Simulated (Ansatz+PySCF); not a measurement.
Two shapes of singlet Li4F4.

Shape 1:

```xyz
8

Li   -0.8556   -0.8556   -0.8556
F    -0.9490   -0.9490    0.9490
F    -0.9490    0.9490   -0.9490
Li   -0.8556    0.8556    0.8556
F     0.9490   -0.9490   -0.9490
Li    0.8556   -0.8556    0.8556
Li    0.8556    0.8556   -0.8556
F     0.9490    0.9490    0.9490
```

Shape 2:

```xyz
8

Li   -0.9240   -0.9240   -0.9240
F    -1.0249   -1.0249    1.0249
F    -1.0249    1.0249   -1.0249
Li   -0.9240    0.9240    0.9240
F     1.0249   -1.0249   -1.0249
Li    0.9240   -0.9240    0.9240
Li    0.9240    0.9240   -0.9240
F     1.0249    1.0249    1.0249
```

Basis set: def2-SVP (spherical functions). Left uncorrelated: 4 orbitals. Charge 0, multiplicity 1.

Computed with Ansatz (development build ahead of 0.2.0); each method stands on the lowest determinant of its kind that the runs found.

(1) Which shape is lower in energy, and by how much in each method?

Answers

(1)

| method | E(2) − E(1) (eV) |
| --- | --- |
| RHF | 0.643 |
| UHF | 0.643 |
| RHF-MP2 | 0.443 |
| UHF-MP2 | 0.443 |

Shape 1 is lower.
